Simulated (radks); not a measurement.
Initial-state core-level shifts of neutral aluminium when its valence configuration changes from [Ne] 3s2 3p1. Calculated with a radial shooting solver on a logarithmic mesh with Libxc functionals: non-relativistic Kohn-Sham, PBEsol, spin-polarised, spherical densities, point nucleus; open shells are filled with parallel spins first. Shifts are changes of the shell-averaged eigenvalues in eV (positive: less bound); the change of the density at the nucleus, which sets a Mossbauer isomer shift, is in e/bohr^3, on a base of 1401.

valence          1s      2s      2p  density at nucleus
3s1.5 3p1.5  -0.682  -0.676  -0.669             -1.2901
3p3          -2.890  -2.855  -2.825             -5.5857
3s1 3p2      -1.161  -1.166  -1.151             -2.6578
3s0.5 3p2.5  -2.036  -2.021  -1.999             -4.1007
